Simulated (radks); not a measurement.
Task: The mean radii <r> (bohr) of the occupied orbitals of an atom or ion are listed with their occupations. Method: non-relativistic Kohn-Sham, PBE, spin-polarised, spherical densities, point nucleus; computed with a radial shooting solver on a logarithmic mesh with Libxc functionals.

orbital  occ.      <r>
1s up       1  0.03385
1s down     1  0.03385
2s up       1   0.1472
2s down     1   0.1472
2p up       3   0.1260
2p down     3   0.1259
3s up       1   0.4025
3s down     1   0.4023
3p up       3   0.3952
3p down     3   0.3950
3d up       5   0.3688
3d down     5   0.3685
4s up       1   0.9626
4p up       3    1.014
4p down     3    1.016
4d up       3    1.152

Name the element and its charge. Open shells, if any, are filled with parallel spins first.

Result: Z = 45, rhodium, charge +7: Rh7+ in [Ar] 3d10 4s1 4p6 4d3. The 1s radius gives Z: for a bare nucleus <r> = 1.5/Z, 0.03333 bohr for Z = 45, and screening makes it slightly larger (0.03385 here). The occupations add up to 38, and the charge is Z minus that.
